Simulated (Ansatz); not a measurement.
Ansatz results at the PBE0-D4/def2-TZVP geometry: HOMO–LUMO gap (ωB97M-V/def2-TZVPP) 11.47 eV; HOMO energy (PBE0/def2-TZVPP) -6.33 eV; size of the dipole moment (ωB97M-V/def2-TZVPP) 0.67 D.

Each molecule was computed in one conformer, which needn't be the lowest.

**Question.** Which molecule gave them?
A. `CO/C(C)=C\F`
B. `N=c1sss1`
C. `FC1C[SiH2]1`
D. `CC(C)(F)C=O`

**Answer.** A. The others give `CC(C)(F)C=O`: 11.24, -7.67, 1.37; `FC1C[SiH2]1`: 10.91, -7.08, 1.82; `N=c1sss1`: 8.00, -6.40, 1.47.
